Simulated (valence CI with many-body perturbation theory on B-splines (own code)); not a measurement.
## Tl47+: electric-dipole lines

Method: valence CI with perturbative core correlation (CI+MBPT): six valence electrons over a frozen Dirac-Fock core [Ar] 3d10, radial functions for each j: 9 s, 9 p, 8 d, 6 f, 3 g, 1 h, with the one-electron correlation potential Σ1 (screened to all orders), the two-electron term Σ2, the three-electron term Σ3, Breit, model QED; selected single and double excitations, second order for the rest, scaled by the run's own slope (own B-spline code, finite nucleus).

No measured spectrum was set against this ion. As an estimate, large intervals hold to a few tenths of a per cent, small ones and those within an open d or f shell to about a per cent. Among the levels kept, up to 650 cm⁻¹ of a level comes from second order outside the variational space, and about a tenth of that is noise between levels of different J, which matters for small intervals.

Lines 1 to 50 of 113 in falling wavelength, among levels below 398.11 eV, chosen from the strongest by gf and those to the six lowest levels. Wavelengths and rates use the calculated energies. Electric multipoles are in the length gauge with retardation, E1 and E2 with the static RPA response of the core. Weak lines are less certain than strong ones. Lines between different terms over intervals too small for the method are left out, as are lines whose strength nearly cancels. The highest levels of a list are the least certain.

Levels are named by their leading jj configuration (3d3/2^4 stands for four electrons in 3d with j = 3/2), which in mixed levels can hold well under half, so a name can repeat and another be missing. Letters in brackets count levels of one name in rising energy.

| λ vac (Å) | Upper | Lower | A (s⁻¹) | S (a.u.) with core polarisation | S without |
| --- | --- | --- | --- | --- | --- |
| 1279 | (4s^2 4p1/2^2 4d3/2^2) J=2 | (4s^2 4p1/2 4p3/2^2 4d3/2) J=2 [c] | 5.29e+04 | 2.73e-04 | 2.90e-04 |
| 1138 | (4s^2 4p1/2^2 4d3/2^2) J=2 | (4s^2 4p1/2 4p3/2^2 4d3/2) J=3 [b] | 8.92e+04 | 3.24e-04 | 3.43e-04 |
| 916.5 | (4s^2 4p1/2 4p3/2^2 4d3/2) J=1 [a] | (4s^2 4p3/2^4) J=0 | 6.65e+04 | 7.58e-05 | 8.07e-05 |
| 664.8 | (4s^2 4p1/2^2 4d3/2^2) J=0 | (4s^2 4p1/2 4p3/2^2 4d3/2) J=1 [b] | 1.87e+06 | 2.71e-04 | 2.87e-04 |
| 656.9 | (4s^2 4p1/2^2 4d3/2 4d5/2) J=3 | (4s^2 4p1/2 4p3/2^2 4d5/2) J=3 [b] | 8.10e+04 | 7.93e-05 | 8.36e-05 |
| 548.3 | (4s^2 4p1/2^2 4p3/2 4d3/2) J=2 | (4s^2 4p1/2 4p3/2^3) J=2 | 5.32e+05 | 2.17e-04 | 2.30e-04 |
| 516.9 | (4s^2 4p3/2^4) J=0 | (4s 4p1/2^2 4p3/2^3) J=1 | 5.32e+06 | 3.63e-04 | 3.83e-04 |
| 469.2 | (4s^2 4p1/2^2 4p3/2 4d3/2) J=1 | (4s^2 4p1/2 4p3/2^3) J=2 | 4.39e+06 | 6.71e-04 | 7.11e-04 |
| 456.9 | (4s^2 4p1/2^2 4p3/2 4d3/2) J=3 | (4s^2 4p1/2 4p3/2^3) J=2 | 9.88e+04 | 3.25e-05 | 3.40e-05 |
| 448.4 | (4s^2 4p1/2 4p3/2^2 4d5/2) J=3 [c] | (4s^2 4p1/2^2 4d3/2^2) J=2 | 1.34e+05 | 4.16e-05 | 4.41e-05 |
| 448.4 | (4s^2 4p1/2^2 4p3/2 4d3/2) J=2 | (4s^2 4p1/2 4p3/2^3) J=1 | 2.13e+05 | 4.73e-05 | 5.01e-05 |
| 399.4 | (4s^2 4p1/2^2 4p3/2 4d3/2) J=0 | (4s^2 4p1/2 4p3/2^3) J=1 | 1.51e+06 | 4.75e-05 | 4.99e-05 |
| 394.0 | (4s^2 4p1/2^2 4p3/2 4d3/2) J=1 | (4s^2 4p1/2 4p3/2^3) J=1 | 6.92e+05 | 6.27e-05 | 6.70e-05 |
| 391.3 | (4s^2 4p1/2^2 4d3/2^2) J=2 | (4s^2 4p1/2 4p3/2^2 4d3/2) J=3 [a] | 4.34e+06 | 6.42e-04 | 6.81e-04 |
| 370.9 | (4s^2 4p1/2^2 4d3/2 4d5/2) J=3 | (4s^2 4p1/2 4p3/2^2 4d5/2) J=4 [b] | 4.94e+06 | 8.71e-04 | 9.22e-04 |
| 344.1 | (4s^2 4p1/2^2 4d3/2^2) J=2 | (4s^2 4p1/2 4p3/2^2 4d3/2) J=2 [a] | 2.40e+05 | 2.41e-05 | 2.54e-05 |
| 308.6 | (4s^2 4p1/2^2 4d3/2 4d5/2) J=3 | (4s^2 4p1/2 4p3/2^2 4d5/2) J=3 [a] | 2.01e+06 | 2.04e-04 | 2.16e-04 |
| 301.7 | (4s^2 4p1/2 4p3/2^2 4d3/2) J=1 [b] | (4s^2 4p3/2^4) J=0 | 4.68e+06 | 1.90e-04 | 2.02e-04 |
| 268.3 | (4s^2 4p1/2^2 4d3/2^2) J=0 | (4s^2 4p1/2 4p3/2^2 4d3/2) J=1 [a] | 7.40e+06 | 7.05e-05 | 7.50e-05 |
| 267.1 | (4s^2 4p1/2^2 4d3/2 4d5/2) J=3 | (4s^2 4p1/2 4p3/2^2 4d3/2) J=2 [c] | 6.91e+06 | 4.55e-04 | 4.82e-04 |
| 260.3 | (4s^2 4p1/2^2 4d3/2 4d5/2) J=3 | (4s^2 4p1/2 4p3/2^2 4d3/2) J=3 [b] | 1.55e+06 | 9.42e-05 | 9.96e-05 |
| 229.9 | (4s^2 4p1/2 4p3/2^2 4d5/2) J=1 [a] | (4s^2 4p3/2^4) J=0 | 4.92e+07 | 8.85e-04 | 9.39e-04 |
| 215.7 | (4s^2 4p1/2^2 4d3/2 4d5/2) J=3 | (4s^2 4p1/2 4p3/2^2 4d3/2) J=2 [b] | 1.75e+06 | 6.06e-05 | 6.42e-05 |
| 207.1 | (4s^2 4p1/2^2 4p3/2 4d5/2) J=2 | (4s^2 4p1/2 4p3/2^3) J=2 | 5.41e+07 | 1.19e-03 | 1.26e-03 |
| 194.5 | (4s^2 4p1/2^2 4d3/2 4d5/2) J=3 | (4s^2 4p1/2 4p3/2^2 4d3/2) J=4 | 1.30e+06 | 3.30e-05 | 3.52e-05 |
| 191.0 | (4s^2 4p1/2^2 4p3/2 4d5/2) J=2 | (4s^2 4p1/2 4p3/2^3) J=1 | 5.35e+07 | 9.21e-04 | 9.79e-04 |
| 181.2 | (4s^2 4p1/2^2 4d3/2 4d5/2) J=3 | (4s^2 4p1/2 4p3/2^2 4d3/2) J=3 [a] | 2.70e+07 | 5.55e-04 | 5.89e-04 |
| 170.6 | (4s^2 4p1/2^2 4p3/2 4d5/2) J=3 | (4s^2 4p1/2 4p3/2^3) J=2 | 4.88e+05 | 8.37e-06 | 8.90e-06 |
| 170.4 | (4s^2 4p1/2^2 4d3/2 4d5/2) J=3 | (4s^2 4p1/2 4p3/2^2 4d3/2) J=2 [a] | 1.20e+07 | 2.06e-04 | 2.18e-04 |
| 169.3 | (4s^2 4p1/2 4p3/2^2 4d5/2) J=1 [b] | (4s^2 4p3/2^4) J=0 | 3.84e+07 | 2.76e-04 | 2.92e-04 |
| 161.2 | (4s^2 4p1/2^2 4p3/2 4d5/2) J=1 | (4s^2 4p1/2 4p3/2^3) J=2 | 7.95e+07 | 4.93e-04 | 5.23e-04 |
| 151.3 | (4s^2 4p1/2^2 4p3/2 4d5/2) J=1 | (4s^2 4p1/2 4p3/2^3) J=1 | 4.05e+06 | 2.08e-05 | 2.21e-05 |
| 148.1 | (4s^2 4p1/2^2 4d3/2^2) J=0 | (4s 4p1/2^2 4p3/2^3) J=1 | 1.27e+07 | 2.04e-05 | 2.15e-05 |
| 142.0 | (4s^2 4p1/2^2 4d3/2^2) J=2 | (4s 4p1/2^2 4p3/2^3) J=2 | 1.98e+06 | 1.40e-05 | 1.48e-05 |
| 105.7 | (4s 4p1/2^2 4p3/2^3) J=2 | (4s^2 4p1/2 4p3/2^3) J=2 | 1.36e+10 | 3.95e-02 | 4.19e-02 |
| 101.4 | (4s 4p1/2^2 4p3/2^3) J=2 | (4s^2 4p1/2 4p3/2^3) J=1 | 1.76e+10 | 4.53e-02 | 4.80e-02 |
| 99.97 | (4s^2 4p1/2^2 4d3/2 4d5/2) J=3 | (4s 4p1/2^2 4p3/2^3) J=2 | 4.19e+06 | 1.45e-05 | 1.48e-05 |
| 97.13 | (4s^2 4p1/2^2 4d3/2^2) J=2 | (4s^2 4p1/2^2 4p3/2 4d5/2) J=1 | 1.01e+08 | 2.29e-04 | 2.38e-04 |
| 94.65 | (4s 4p1/2^2 4p3/2^3) J=1 | (4s^2 4p1/2 4p3/2^3) J=2 | 4.26e+10 | 5.34e-02 | 5.66e-02 |
| 94.01 | (4s^2 4p1/2^2 4d3/2^2) J=2 | (4s^2 4p1/2^2 4p3/2 4d5/2) J=3 | 2.84e+08 | 5.83e-04 | 6.13e-04 |
| 91.14 | (4s 4p1/2^2 4p3/2^3) J=1 | (4s^2 4p1/2 4p3/2^3) J=1 | 9.95e+09 | 1.12e-02 | 1.18e-02 |
| 89.96 | (4s^2 4p1/2^2 4d3/2^2) J=0 | (4s^2 4p1/2^2 4p3/2 4d5/2) J=1 | 1.10e+08 | 3.96e-05 | 4.12e-05 |
| 85.69 | (4s^2 4p1/2^2 4d3/2^2) J=2 | (4s^2 4p1/2^2 4p3/2 4d5/2) J=2 | 8.14e+07 | 1.26e-04 | 1.34e-04 |
| 73.58 | (4s^2 4p1/2 4p3/2^2 4d3/2) J=1 [a] | (4s^2 4p1/2 4p3/2^3) J=2 | 1.22e+10 | 7.21e-03 | 7.59e-03 |
| 73.57 | (4s^2 4p1/2 4p3/2^2 4d3/2) J=2 [a] | (4s^2 4p1/2 4p3/2^3) J=2 | 3.62e+09 | 3.56e-03 | 3.74e-03 |
| 73.53 | (4s^2 4p1/2^2 4d3/2 4d5/2) J=3 | (4s^2 4p1/2^2 4p3/2 4d5/2) J=3 | 5.92e+09 | 8.14e-03 | 8.54e-03 |
| 71.95 | (4s^2 4p1/2^2 4p3/2 4d3/2) J=1 | (4s^2 4p1/2^2 4p3/2^2) J=0 | 8.34e+09 | 4.60e-03 | 4.83e-03 |
| 71.72 | (4s^2 4p1/2 4p3/2^2 4d3/2) J=3 [a] | (4s^2 4p1/2 4p3/2^3) J=2 | 3.47e+09 | 4.42e-03 | 4.65e-03 |
| 71.44 | (4s^2 4p1/2 4p3/2^2 4d3/2) J=1 [a] | (4s^2 4p1/2 4p3/2^3) J=1 | 3.86e+09 | 2.08e-03 | 2.18e-03 |
| 71.43 | (4s^2 4p1/2 4p3/2^2 4d3/2) J=2 [a] | (4s^2 4p1/2 4p3/2^3) J=1 | 5.68e+08 | 5.11e-04 | 5.39e-04 |
